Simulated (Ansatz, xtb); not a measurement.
**Relaxing a trial structure of CH3BFSn**

The starting geometry of this gas-phase doublet was built from a drawn formula by distance geometry and a force field; its bonds are those of `F[C@@H]1[B][SnH2]1`.

```tsv
atom	x (Å)	y (Å)	z (Å)
C	-1.4616	-0.1766	-1.1879
B	-0.4793	0.3254	-2.2870
F	-1.7215	-1.5320	-1.3111
Sn	0.2097	0.2217	-0.0004
H	-2.3640	0.4155	-1.0080
H	1.4782	-0.9452	-0.0644
H	0.4747	1.8722	0.4499
```

Problem. Where would you expect an optimisation with r2SCAN-D4/def2-SVP to take it?

Solution. A bond breaks, leaving `FC=[B][SnH2]`. Distances that change by over a tenth: B2–Sn4 (2.39 → 2.11 Å). Contacts that open: C1–Sn4 (2.09 → 3.51 Å).

The energy falls by 1.81 eV over 27 steps:

```csv
step,E − E(last) (eV)
1,1.810
4,1.104
7,0.533
10,0.393
13,0.293
15,0.205
18,0.055
21,0.001
24,0.000
27,0.000
```

Final geometry (Å):

| atom | x (Å) | y (Å) | z (Å) |
| --- | --- | --- | --- |
| C | -2.0686 | -0.3329 | -1.6292 |
| B | -0.8354 | -0.1660 | -0.9324 |
| F | -2.7013 | -1.5023 | -1.8282 |
| Sn | 0.9405 | 0.5521 | -0.0434 |
| H | -2.6224 | 0.5154 | -2.0605 |
| H | 2.4528 | -0.1386 | -0.4295 |
| H | 0.9707 | 1.2535 | 1.5144 |

From the same start GFN2-xTB ends elsewhere, at `F[CH][BH][SnH]`.

The end wasn't checked by frequencies. Open shells are spin-unrestricted. Atoms past krypton carry core potentials, without spin–orbit terms. Run with Ansatz 0.2.0, 3.3 min on 2 threads of Arm Neoverse V2 (shared host).
